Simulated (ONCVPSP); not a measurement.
**Transferability test, ONCV potential for Sb**

ONCVPSP 4.0.1 input, shortened (lines: element, Z, core and valence counts, functional; n l f; lmax; l rc ep ncon nbas qcut; lloc lpopt rc5 dvloc0; l nproj debl; icmod fcfact rcfact), LDA (Perdew-Zunger), fully relativistic:

```
  Sb 51.00    8    3        3      upf
    1    0    2.00
    2    0    2.00
    2    1    6.00
    3    0    2.00
    3    1    6.00
    3    2   10.00
    4    0    2.00
    4    1    6.00
    4    2   10.00
    5    0    2.00
    5    1    3.00
    2
    0    1.50    0.00    3    7    3.40
    1    2.45    0.00    5    8    3.80
    2    1.50    0.00    4    9    8.20
    0    5    1.50    0.00
    0    0    2.70
    1    2    1.90
    2    2    2.50
    3    3.25    1.40
```

Open shells are filled in proportion to 2j + 1.

Energies are relative to the spin-unpolarised reference configuration 4d10 5s2 5p3; without spin polarisation the order of configurations can differ from experiment.

```
valence configuration  charge  ΔE all-electron (eV)  error AE − PS (meV)
         4d10 5s2 5p2      +1                 8.538                 +0.8
         4d10 5s2 5p1      +2                24.813                 +5.9
```

Task: What are ΔE and the potential's error for 4d9 5s2 5p3?

Result: ΔE = 40.771 eV all-electron; the error (AE − PS) is -132 meV.

Task: What are ΔE and the potential's error for 4d10 5s2 5p0?

Result: ΔE = 49.625 eV all-electron; the error (AE − PS) is +23 meV.
